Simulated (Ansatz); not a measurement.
`c1ccc2c(c1)oc1c3ccccc3oc21` with charge +1. Total charge 1; doublet. Geometry PBE0-D4/def2-SVP, that of the neutral singlet; atoms count from 1.

```csv
atom,x (Å),y (Å),z (Å)
C1,-2.3742,-0.0930,3.5525
C2,-1.0649,0.1559,3.9959
C3,-0.0059,0.2551,3.1019
C4,-0.2729,0.0990,1.7362
C5,-1.6059,-0.1529,1.3105
C6,-2.6650,-0.2519,2.1995
O7,-1.7056,-0.2812,-0.0465
C8,-0.4453,-0.1139,-0.5048
C9,0.2729,-0.0989,-1.7362
C10,0.0059,-0.2554,-3.1018
C11,1.0651,-0.1570,-3.9958
C12,2.3741,0.0931,-3.5525
C13,2.6649,0.2522,-2.1995
C14,1.6059,0.1533,-1.3105
O15,1.7056,0.2812,0.0465
C16,0.4453,0.1142,0.5048
H17,-3.1833,-0.1646,4.2829
H18,-0.8783,0.2748,5.0656
H19,1.0106,0.4489,3.4489
H20,-3.6776,-0.4461,1.8424
H21,-1.0107,-0.4486,-3.4489
H22,0.8782,-0.2742,-5.0657
H23,3.1834,0.1638,-4.2829
H24,3.6776,0.4461,-1.8424
```

(1) Estimate the Mulliken populations from the PBE0/def2-SVP orbitals of Ansatz.

(2) Where does the spin sit?

(3) And the Mayer bond orders between bonded heavy atoms (over 0.3)?

Results:

(1) 
```tsv
atom	charge (e)	spin (α − β)
C1	0.03	0.24
C2	-0.01	-0.11
C3	0.05	0.18
C4	-0.02	-0.05
C5	0.19	0.11
C6	-0.04	-0.07
O7	-0.23	0.00
C8	0.22	0.22
C9	-0.02	-0.05
C10	0.05	0.18
C11	-0.01	-0.11
C12	0.03	0.24
C13	-0.04	-0.07
C14	0.19	0.11
O15	-0.23	0.00
C16	0.22	0.22
H17	0.09	-0.01
H18	0.08	0.00
H19	0.07	-0.01
H20	0.08	0.00
H21	0.07	-0.01
H22	0.08	0.00
H23	0.09	-0.01
H24	0.08	0.00
```
Mulliken values and Mayer orders depend strongly on the basis.

(2) Summed by element: C 1.03, O 0.00, H -0.03, of 1 unpaired in all. Largest on single atoms: C1 0.24, C12 0.24, C16 0.22.

(3) C1–C2 1.32 (1.40 Å); C1–C6 1.32 (1.39 Å); C2–C3 1.45 (1.39 Å); C3–C4 1.24 (1.40 Å); C4–C5 1.20 (1.42 Å); C4–C16 1.24 (1.43 Å); C5–C6 1.45 (1.39 Å); C5–O7 1.03 (1.37 Å); O7–C8 1.16 (1.35 Å); C8–C9 1.24 (1.43 Å); C8–C16 1.21 (1.37 Å); C9–C10 1.24 (1.40 Å); C9–C14 1.20 (1.42 Å); C10–C11 1.45 (1.39 Å); C11–C12 1.32 (1.40 Å); C12–C13 1.32 (1.39 Å); C13–C14 1.45 (1.39 Å); C14–O15 1.03 (1.37 Å); O15–C16 1.16 (1.35 Å).
